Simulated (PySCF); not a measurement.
Gas-phase reaction: TiCl₄ + 2 O + 2 H₂ → TiCl₂(OH)₂ + 2 HCl

Computed with PySCF and rigid-rotor harmonic-oscillator thermochemistry at 1 bar. † marks an energy on the PBE0/def2-TZVP geometry and frequencies; other levels use their own. CCSD(T) freezes the core. Open shells (unrestricted): O (multiplicity 3); the rest are closed-shell singlets. Spin-orbit splitting is ignored; it lowers the true energy and changes the entropy of O. TiCl₂(OH)₂: computed as isolated molecules; such fragments, hydroxides, amides, oligomers or adducts are transient or little studied in the gas. CCSD(T) isn't extrapolated to the basis-set limit. Warning, large T1 diagnostic: TiCl₄, TiCl₂(OH)₂ (CCSD(T)/def2-SVP†).

CCSD(T)/def2-SVP† gives ΔH°(298 K) = -874 kJ.

Problem. What do HF/def2-TZVP†, PBE0/def2-TZVP, ωB97X-V/def2-TZVP† give?

Solution. HF/def2-TZVP†: -541 kJ; PBE0/def2-TZVP: -934 kJ; ωB97X-V/def2-TZVP†: -952 kJ. For scale, ΔH°(298 K) is -874 kJ at this level, -951 kJ at ωB97M-V/def2-TZVP†, and runs from -1614 to -524 kJ over the 19 levels computed.
